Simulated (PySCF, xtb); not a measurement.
C₅H₆O₂, SMILES C[C@H]1OC=CC1=O.

GFN2-xTB (xtb) at its own geometry gives an orbital gap of 3.21 eV and a dipole moment of 3.10 D.

Geometry optimised at B3LYP-D3(BJ)/def2-SVP. The structure was generated by enumeration; whether it is a known compound was not checked. The values are those of a single conformer.

Question: What does PBE/def2-TZVP run with PySCF give? (Estimate from the structure and the level; the computed values follow.)

Answer: gap 3.33 eV (levels -5.58 and -2.24 eV), dipole 2.86 D.
